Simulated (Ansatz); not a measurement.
# Molecular dynamics of CH$_{5}$N$_{2}$Si

The input (input.yaml):

```yaml
crystal:
  periodic: [false, false, false]
  atoms:
    - { symbol: H, position_ang: [-0.460389, -0.240325, 1.128797] }
    - { symbol: "N", position_ang: [-0.0657, -0.917926, 0.249011] }
    - { symbol: Si, position_ang: [0.077085, -0.150881, -1.359683] }
    - { symbol: C, position_ang: [-0.374361, 0.871115, 2.032454] }
    - { symbol: "N", position_ang: [-0.283328, 1.76587, 2.79425] }
    - { symbol: H, position_ang: [0.793974, -1.388083, 0.581559] }
    - { symbol: H, position_ang: [0.158731, -1.300421, -2.329051] }
    - { symbol: H, position_ang: [1.311448, 0.695925, -1.519199] }
    - { symbol: H, position_ang: [-1.157561, 0.664625, -1.578037] }
magnetization:
  spin_polarized: true
  initial_magnetization: 1
basis:
  gaussian: { orbitals: def2-SVP }
hamiltonian:
  xc: pbe
md:
  timestep: 0.5
  n_steps: 200
  ensemble: nve
  temperature: 300.0
  initial_velocities: maxwell_boltzmann
  seed: 7974
```

Run as:

```bash
$ ansatz run input.yaml --threads 2 --pin off --max-ram 3072MiB --backend cpu --events-out ev --progress --plain --runs-dir out
```

It starts at the highest image of a converged band, a first-order saddle point between two minima.

Output, in part (one step line in 4, the closing report, with atoms numbered from 0):

```
md step     0: t =     0.00 fs  T =   300.0 K  F+E_penalty+E_count = -11958.11235383 eV  E_kin = 0.271446 eV  conserved = -11957.84090784 eV  (96 SCF iters)
md step     4: t =     2.00 fs  T =   251.1 K  F+E_penalty+E_count = -11958.06751968 eV  E_kin = 0.227195 eV  conserved = -11957.84032460 eV  (37 SCF iters)
md step     8: t =     4.00 fs  T =   206.7 K  F+E_penalty+E_count = -11958.02751037 eV  E_kin = 0.186983 eV  conserved = -11957.84052755 eV  (37 SCF iters)
md step    12: t =     6.00 fs  T =   158.3 K  F+E_penalty+E_count = -11957.98355852 eV  E_kin = 0.143227 eV  conserved = -11957.84033129 eV  (36 SCF iters)
md step    16: t =     8.00 fs  T =   132.8 K  F+E_penalty+E_count = -11957.96044378 eV  E_kin = 0.120136 eV  conserved = -11957.84030743 eV  (37 SCF iters)
md step    20: t =    10.00 fs  T =   133.3 K  F+E_penalty+E_count = -11957.96119354 eV  E_kin = 0.120647 eV  conserved = -11957.84054605 eV  (37 SCF iters)
md step    24: t =    12.00 fs  T =   133.7 K  F+E_penalty+E_count = -11957.96091454 eV  E_kin = 0.120933 eV  conserved = -11957.83998183 eV  (37 SCF iters)
md step    28: t =    14.00 fs  T =   222.5 K  F+E_penalty+E_count = -11958.04198490 eV  E_kin = 0.201300 eV  conserved = -11957.84068502 eV  (36 SCF iters)
md step    32: t =    16.00 fs  T =   270.3 K  F+E_penalty+E_count = -11958.08560304 eV  E_kin = 0.244571 eV  conserved = -11957.84103241 eV  (36 SCF iters)
md step    36: t =    18.00 fs  T =   221.5 K  F+E_penalty+E_count = -11958.04064462 eV  E_kin = 0.200405 eV  conserved = -11957.84023919 eV  (35 SCF iters)
md step    40: t =    20.00 fs  T =   262.5 K  F+E_penalty+E_count = -11958.07834060 eV  E_kin = 0.237499 eV  conserved = -11957.84084206 eV  (35 SCF iters)
md step    44: t =    22.00 fs  T =   295.3 K  F+E_penalty+E_count = -11958.10806247 eV  E_kin = 0.267175 eV  conserved = -11957.84088707 eV  (36 SCF iters)
md step    48: t =    24.00 fs  T =   265.7 K  F+E_penalty+E_count = -11958.08095373 eV  E_kin = 0.240437 eV  conserved = -11957.84051654 eV  (36 SCF iters)
md step    52: t =    26.00 fs  T =   257.8 K  F+E_penalty+E_count = -11958.07377085 eV  E_kin = 0.233253 eV  conserved = -11957.84051756 eV  (36 SCF iters)
md step    56: t =    28.00 fs  T =   268.5 K  F+E_penalty+E_count = -11958.08354659 eV  E_kin = 0.242910 eV  conserved = -11957.84063690 eV  (36 SCF iters)
md step    60: t =    30.00 fs  T =   263.0 K  F+E_penalty+E_count = -11958.07868968 eV  E_kin = 0.237993 eV  conserved = -11957.84069628 eV  (36 SCF iters)
md step    64: t =    32.00 fs  T =   270.9 K  F+E_penalty+E_count = -11958.08517898 eV  E_kin = 0.245147 eV  conserved = -11957.84003173 eV  (37 SCF iters)
md step    68: t =    34.00 fs  T =   378.3 K  F+E_penalty+E_count = -11958.18381375 eV  E_kin = 0.342298 eV  conserved = -11957.84151588 eV  (36 SCF iters)
md step    72: t =    36.00 fs  T =   324.1 K  F+E_penalty+E_count = -11958.13388610 eV  E_kin = 0.293293 eV  conserved = -11957.84059272 eV  (35 SCF iters)
md step    76: t =    38.00 fs  T =   285.3 K  F+E_penalty+E_count = -11958.09813020 eV  E_kin = 0.258186 eV  conserved = -11957.83994430 eV  (35 SCF iters)
md step    80: t =    40.00 fs  T =   382.8 K  F+E_penalty+E_count = -11958.18790398 eV  E_kin = 0.346350 eV  conserved = -11957.84155399 eV  (34 SCF iters)
md step    84: t =    42.00 fs  T =   327.1 K  F+E_penalty+E_count = -11958.13636122 eV  E_kin = 0.295944 eV  conserved = -11957.84041684 eV  (35 SCF iters)
md step    88: t =    44.00 fs  T =   289.3 K  F+E_penalty+E_count = -11958.10243196 eV  E_kin = 0.261789 eV  conserved = -11957.84064313 eV  (38 SCF iters)
md step    92: t =    46.00 fs  T =   277.2 K  F+E_penalty+E_count = -11958.09138195 eV  E_kin = 0.250843 eV  conserved = -11957.84053909 eV  (36 SCF iters)
md step    96: t =    48.00 fs  T =   286.4 K  F+E_penalty+E_count = -11958.09957105 eV  E_kin = 0.259182 eV  conserved = -11957.84038898 eV  (37 SCF iters)
md step   100: t =    50.00 fs  T =   348.1 K  F+E_penalty+E_count = -11958.15568724 eV  E_kin = 0.314963 eV  conserved = -11957.84072400 eV  (36 SCF iters)
md step   104: t =    52.00 fs  T =   381.4 K  F+E_penalty+E_count = -11958.18625089 eV  E_kin = 0.345061 eV  conserved = -11957.84118946 eV  (49 SCF iters)
md step   108: t =    54.00 fs  T =   355.1 K  F+E_penalty+E_count = -11958.16114571 eV  E_kin = 0.321270 eV  conserved = -11957.83987597 eV  (36 SCF iters)
md step   112: t =    56.00 fs  T =   466.5 K  F+E_penalty+E_count = -11958.26359267 eV  E_kin = 0.422142 eV  conserved = -11957.84145094 eV  (37 SCF iters)
md step   116: t =    58.00 fs  T =   470.8 K  F+E_penalty+E_count = -11958.26682936 eV  E_kin = 0.426014 eV  conserved = -11957.84081501 eV  (36 SCF iters)
md step   120: t =    60.00 fs  T =   413.4 K  F+E_penalty+E_count = -11958.21447403 eV  E_kin = 0.374086 eV  conserved = -11957.84038849 eV  (36 SCF iters)
md step   124: t =    62.00 fs  T =   414.3 K  F+E_penalty+E_count = -11958.21558116 eV  E_kin = 0.374874 eV  conserved = -11957.84070688 eV  (36 SCF iters)
md step   128: t =    64.00 fs  T =   399.5 K  F+E_penalty+E_count = -11958.20229572 eV  E_kin = 0.361521 eV  conserved = -11957.84077511 eV  (36 SCF iters)
md step   132: t =    66.00 fs  T =   388.0 K  F+E_penalty+E_count = -11958.19167778 eV  E_kin = 0.351089 eV  conserved = -11957.84058883 eV  (35 SCF iters)
md step   136: t =    68.00 fs  T =   392.3 K  F+E_penalty+E_count = -11958.19605538 eV  E_kin = 0.354938 eV  conserved = -11957.84111743 eV  (35 SCF iters)
md step   140: t =    70.00 fs  T =   341.7 K  F+E_penalty+E_count = -11958.14911182 eV  E_kin = 0.309193 eV  conserved = -11957.83991916 eV  (36 SCF iters)
md step   144: t =    72.00 fs  T =   449.7 K  F+E_penalty+E_count = -11958.24804983 eV  E_kin = 0.406855 eV  conserved = -11957.84119446 eV  (35 SCF iters)
md step   148: t =    74.00 fs  T =   461.3 K  F+E_penalty+E_count = -11958.25848585 eV  E_kin = 0.417378 eV  conserved = -11957.84110831 eV  (35 SCF iters)
md step   152: t =    76.00 fs  T =   394.1 K  F+E_penalty+E_count = -11958.19685318 eV  E_kin = 0.356592 eV  conserved = -11957.84026071 eV  (32 SCF iters)
md step   156: t =    78.00 fs  T =   416.6 K  F+E_penalty+E_count = -11958.21796695 eV  E_kin = 0.376955 eV  conserved = -11957.84101222 eV  (36 SCF iters)
md step   160: t =    80.00 fs  T =   381.0 K  F+E_penalty+E_count = -11958.18519535 eV  E_kin = 0.344705 eV  conserved = -11957.84049077 eV  (36 SCF iters)
md step   164: t =    82.00 fs  T =   381.9 K  F+E_penalty+E_count = -11958.18623981 eV  E_kin = 0.345554 eV  conserved = -11957.84068532 eV  (36 SCF iters)
md step   168: t =    84.00 fs  T =   350.9 K  F+E_penalty+E_count = -11958.15879491 eV  E_kin = 0.317523 eV  conserved = -11957.84127152 eV  (36 SCF iters)
md step   172: t =    86.00 fs  T =   277.9 K  F+E_penalty+E_count = -11958.09116177 eV  E_kin = 0.251465 eV  conserved = -11957.83969643 eV  (36 SCF iters)
md step   176: t =    88.00 fs  T =   388.1 K  F+E_penalty+E_count = -11958.19273409 eV  E_kin = 0.351163 eV  conserved = -11957.84157103 eV  (36 SCF iters)
md step   180: t =    90.00 fs  T =   350.6 K  F+E_penalty+E_count = -11958.15765147 eV  E_kin = 0.317193 eV  conserved = -11957.84045860 eV  (36 SCF iters)
md step   184: t =    92.00 fs  T =   346.8 K  F+E_penalty+E_count = -11958.15417887 eV  E_kin = 0.313835 eV  conserved = -11957.84034385 eV  (36 SCF iters)
md step   188: t =    94.00 fs  T =   394.4 K  F+E_penalty+E_count = -11958.19817672 eV  E_kin = 0.356820 eV  conserved = -11957.84135679 eV  (35 SCF iters)
md step   192: t =    96.00 fs  T =   350.1 K  F+E_penalty+E_count = -11958.15671359 eV  E_kin = 0.316743 eV  conserved = -11957.83997081 eV  (35 SCF iters)
md step   196: t =    98.00 fs  T =   407.6 K  F+E_penalty+E_count = -11958.21059679 eV  E_kin = 0.368809 eV  conserved = -11957.84178822 eV  (36 SCF iters)
md step   200: t =   100.00 fs  T =   292.3 K  F+E_penalty+E_count = -11958.10471563 eV  E_kin = 0.264435 eV  conserved = -11957.84028030 eV  (43 SCF iters)
Total energy: -11958.10475115 eV, -439.4522441104 hartree
Atom 0 at    -0.369481     0.088237     2.057612 Å, force    -0.205534     0.936676     0.724013 eV/Å
Atom 1 at     0.135315    -1.374813    -0.153026 Å, force     0.162406     0.791245     0.356188 eV/Å
Atom 2 at     0.094506    -0.205771    -1.474937 Å, force    -0.620468     0.245345    -0.535715 eV/Å
Atom 3 at    -0.448017     1.079280     2.596166 Å, force     0.225705    -4.768569    -2.344988 eV/Å
Atom 4 at    -0.383210     2.158301     2.951058 Å, force     0.036768     3.738238     1.509380 eV/Å
Atom 5 at    -0.075336    -2.343167    -0.387680 Å, force    -0.156307    -0.727032    -0.213247 eV/Å
Atom 6 at    -0.553524    -0.605165    -2.813708 Å, force     0.529679    -0.137687     0.299203 eV/Å
Atom 7 at     1.500449     0.355031    -1.631749 Å, force    -0.260257    -0.114214    -0.007069 eV/Å
Atom 8 at    -0.868971     0.881396    -1.038542 Å, force     0.288007     0.035997     0.212234 eV/Å
Dipole moment:     0.006337    -0.730941    -0.565149 e Å
```

The run went to its last step. The conserved energy stayed within 0.16 meV per atom of its start (net change 0.07 meV per atom), so the integration is sound. A run of 0.1 ps of so small a system gives no equilibrium averages.

The step under study would form H1–C4 and break H1–N2. These pairs go: H1–C4 1.44 → 1.13 Å, H1–N2 1.18 → 2.70 Å. In the last frame they stand as after the step (other bonds may differ from the relaxed reactants and products). It ends as H4NSi + HCN (or HNC). Pairs count as bonded within 1.25 times the sum of covalent radii (0.12 Å more for H–H).

Last frame:

```xyz
9
Properties=species:S:1:pos:R:3
H -0.369 0.088 2.058
N 0.135 -1.375 -0.153
Si 0.095 -0.206 -1.475
C -0.448 1.079 2.596
N -0.383 2.158 2.951
H -0.075 -2.343 -0.388
H -0.553 -0.605 -2.814
H 1.500 0.355 -1.632
H -0.869 0.881 -1.038
```

Run time: 8.3 min on 2 threads of Intel(R) Xeon(R) Platinum 8259CL CPU @ 2.50GHz (Skylake/Cascade Lake), on a shared host, peak memory 0.2 GiB.
